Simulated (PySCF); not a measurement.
# From computed data to an observable: chemical shift, span and skew from a shielding tensor

B(H)(OH)(PH2) (BH₄OP), SMILES B(O)P. Atoms are numbered in the order given.

```xyz
7

B     -0.0634    -0.7356     0.4681
H     -0.8445    -1.3104     1.1708
O      1.1494    -1.3113     0.3224
H      1.7539    -0.8323    -0.2510
P     -0.5424     0.9866    -0.2405
H     -1.8028     0.5982    -0.7547
H      0.1512     0.9138    -1.4773
```

The structure is a stationary point at PBE0-D3(BJ)/def2-TZVP. The values are those of a single conformer.

GIAO shieldings from KT2/pcSseg-2 (PySCF), non-relativistic, no solvent. The symmetric part of the tensor of P5 has the principal values 481.9, 510.5, 621.8 ppm. The same nucleus in PH3 has σ = 593.0 ppm at this level (PySCF, at its B3LYP-D3(BJ)/def2-TZVP geometry).

**Question.** Work out the isotropic shielding, the ³¹P shift against PH3, the span and the skew.

**Answer.** 
σ(iso) = (σ11 + σ22 + σ33)/3 = 538.1 ppm. δ = σ(ref) − σ(iso) = 593.0 − (538.1) = 54.9 ppm.
Span Ω = σ33 − σ11 = 139.9 ppm. Skew κ = 3(σ(iso) − σ22)/Ω = 0.59. Tumbling in solution averages the tensor to δ; in a static solid the shielding alone would spread this spin-1/2 line over Ω.
